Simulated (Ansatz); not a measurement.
Total energies of `C1=[CH][InH][S]1`.

```xyz
7

C    -0.3342   -0.6509   -0.8640
C    -0.3423    0.6574   -0.5714
In    0.5730    0.4601    1.3257
S     0.3455   -1.7959    0.3090
H    -0.7230   -1.0758   -1.7896
H    -0.7343    1.4304   -1.2210
H     1.2153    0.9747    2.8113
```

Charge 0, multiplicity 1. Correlated methods include outer-core shells of In, which these sets cover unevenly. In: def2 effective core potential. The structure was optimised at the PBE0-D4/def2-TZVP level. Basis def2-TZVPP, Ansatz 0.2.0.

RPA on PBE orbitals: Hartree–Fock energy of these orbitals -664.16656 Eh, correlation -1.20735 Eh (frozen core).

```
functional                                       kind  energy without D4 (Eh)  D4 term (kJ/mol)
   ωB97X-V       range-separated hybrid GGA with VV10              -666.24284                 –
   ωB97M-V  range-separated hybrid meta-GGA with VV10              -666.24152                 –
```

(1) Give the same for LDA (SPW92), PBE, revPBE, BLYP, r2SCAN, B97M-V, PBE0, B3LYP, r2SCANh, r2SCAN0, HSE06 (plane-wave form), BHLYP, CAM-B3LYP, LC-ωPBE, B2PLYP, PBE-QIDH. (An estimate is asked.)

B3LYP takes the VWN-RPA correlation (the form of Gaussian; ORCA's B3LYP/G). HSE06 is the plane-wave form, built on full-range PBE exchange. The double hybrids freeze the cores in their second-order part.

## Answers

(1) Computed: 
```tsv
functional	kind	energy without D4 (Eh)	D4 term (kJ/mol)
LDA (SPW92)	LDA	-663.94283	–
PBE	GGA	-666.07958	-17.6
revPBE	GGA	-666.30939	-47.9
BLYP	GGA	-666.26914	-38.4
r2SCAN	meta-GGA	-666.34746	-3.8
B97M-V	meta-GGA with VV10	-666.25577	–
PBE0	global hybrid, 25 % exact exchange	-666.11555	-14.8
B3LYP	global hybrid, 20 %	-666.43397	-29.1
r2SCANh	meta-GGA hybrid, 10 %	-666.32706	-4.1
r2SCAN0	meta-GGA hybrid, 25 %	-666.29782	-4.7
HSE06 (plane-wave form)	screened hybrid	-666.10263	-14.0
BHLYP	global hybrid, 50 %	-666.21309	-25.8
CAM-B3LYP	range-separated hybrid	-666.28745	-15.3
LC-ωPBE	long-range corrected hybrid	-666.20058	–
B2PLYP	double hybrid	-665.93759	–
PBE-QIDH	double hybrid	-665.81059	–
```

LC-ωPBE has ω = 0.4 bohr⁻¹.
